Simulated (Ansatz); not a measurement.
```xyz
2

Si    0.0000    0.0000    0.0000
O     0.0000    0.0000    3.7750
```

Basis set: pcseg-2 (spherical functions). Charge 0, multiplicity 1.

Computed with Ansatz (development build ahead of 0.2.0); each method stands on the lowest determinant of its kind that the runs found.

The atomization energy at this shape (free ground-state atoms in the same class of orbitals less the molecule, no zero-point energy) of singlet SiO:

| method | atomization energy |
| --- | --- |
| UHF | 0.03 eV |
| RHF | -4.66 eV |

(1) What does PBE (unrestricted) give?

## Answers

(1) 0.50 eV. Caution: the shape is not the minimum. Caution for PBE (unrestricted): charge can spread falsely over distant fragments. Caution for PBE (unrestricted), UHF: the unrestricted determinant is a mixture of spin states. Caution for RHF: an unrestricted determinant lies well below; the molecule lies well above its atoms at this level.
